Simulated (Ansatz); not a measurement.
```yaml
crystal:
  periodic: [false, false, false]
  atoms:
    - {symbol: C, position_ang: [-0.467193, -0.914370, 0.730812]}
    - {symbol: Si, position_ang: [0.507257, 0.026012, -0.496243]}
    - {symbol: F, position_ang: [2.052575, -0.004849, -0.173328]}
    - {symbol: F, position_ang: [0.309371, -0.530535, -1.960599]}
    - {symbol: C, position_ang: [0.021638, 1.805511, -0.545842]}
    - {symbol: N, position_ang: [-0.323444, 2.903376, -0.532375]}
    - {symbol: H, position_ang: [-0.319773, -0.502887, 1.731734]}
    - {symbol: H, position_ang: [-1.531629, -0.865698, 0.491034]}
    - {symbol: H, position_ang: [-0.160302, -1.962861, 0.737708]}
basis:
  gaussian: {orbitals: ANO-RCC-VTZP}
hamiltonian: {xc: {name: PBE0}, dispersion: d3bj}
charge: 1
```

```sh
$ ansatz run in.yaml --threads 4 --pin off --events-out ev --progress --plain --max-ram 10444MiB
```

How does Ansatz answer? (Estimate.)

Ansatz gave: The input was rejected before any iteration.
```
Error: YAML parse error: error: line 16 column 1: unknown field `charge`, expected one of crystal, accuracy, basis, kpoints, hamiltonian, magnetization, projection, total_charge, correlation, batch, efield, external_charges, scf, relax, neb, saddle, md, ramp, phonons, dielectric, real_time, elastic, magnetic_configurations, gw, evaluate, workflow, output, checkpoint, execution
14 |   gaussian: {orbitals: ANO-RCC-VTZP}
15 | hamiltonian: {xc: {name: PBE0}, dispersion: d3bj}
16 | charge: 1
```
